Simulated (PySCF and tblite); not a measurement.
The numbers below are computed, except where a source is named.
C4H7FO2S, numbered as in [O:1]=[S:2]1(=[O:3])[CH2:4][CH2:5][C@@H:6]1[CH2:7][F:8].

Conformers came from 200 starts (ETKDG and KDG, MMFF94s, GFN2-xTB); geometries are GFN2-xTB. Weights use PBE0-D3(BJ)/def2-SVP (IEF-PCM, acetone) energies plus GFN2-xTB zero-point and thermal terms (modes under about 100 cm⁻¹ blended into free rotors). Symmetry numbers and mirror images are counted. Conformers within 2.5 kcal/mol (GFN2-xTB free energy) were kept, 4 at most. GIAO shieldings: B97-2/pcSseg-1 (IEF-PCM, acetone). Shifts are against TMS (¹H), TMS (¹³C) at the same level; of two unlike H on one atom, a is the less shielded. Programs: PySCF with density fitting and tblite.

(1) What shifts does this protocol give at 298.15 K under fast conformational exchange?

(2) How do the conformers differ?

(3) Which signal moves most, for its nucleus, between 250 and 350 K through the change of populations alone?

Shifts are unscaled: against experiment ¹³C can be off by 15 ppm or more and ¹H by 0.8 ppm. For its torsions the set is small; conformers may be missing.

Answers

(1) ¹H: 5.32 (H7a, 1H), 5.24 (H7b, 1H), 4.58 (H6, 1H), 4.22 (H4a, 1H), 4.16 (H4b, 1H), 2.49 (H5a, 1H), 2.08 (H5b, 1H) ppm. ¹³C: 86.2 (C6), 84.1 (C7), 73.6 (C4), 15.0 (C5) ppm.

(2) Torsions listed: S2–C6–C7–F8. The 4-ring runs over atoms 2–4–5–6.
```
conformer                                                    shape  weight %
        1   4-ring puckered (ring torsions 18, -18, 15, -15°); 62°      42.9
        2  4-ring puckered (ring torsions -17, 17, -14, 14°); -91°      34.1
        3  4-ring puckered (ring torsions -16, 16, -13, 13°); 166°      16.6
        4  4-ring puckered (ring torsions 13, -13, 11, -11°); 168°       6.4
```

```
signal     1     2     3     4  average
   H4a  4.17  4.19  4.35  4.34     4.22
   H4b  4.22  4.00  4.24  4.45     4.16
   H5a  2.59  2.35  2.52  2.47     2.49
   H5b  2.41  1.58  2.17  2.30     2.08
    H6  4.29  4.81  4.84  4.63     4.58
   H7a  5.29  5.37  5.32  5.23     5.32
   H7b  5.43  5.16  5.01  4.97     5.24
    C4  75.5  71.3  73.5  73.6     73.6
    C5  16.0  13.0  16.6  14.2     15.0
    C6  87.2  87.2  82.6  83.4     86.2
    C7  83.8  83.6  85.6  84.1     84.1
```

(3) H7b: 5.26 ppm at 250 K, 5.24 ppm at 298.15 K, 5.22 ppm at 350 K.


Conformer gaps in def2-SVP on xTB geometries can be 2 kcal/mol too large for S=O, P=O and other polar bonds.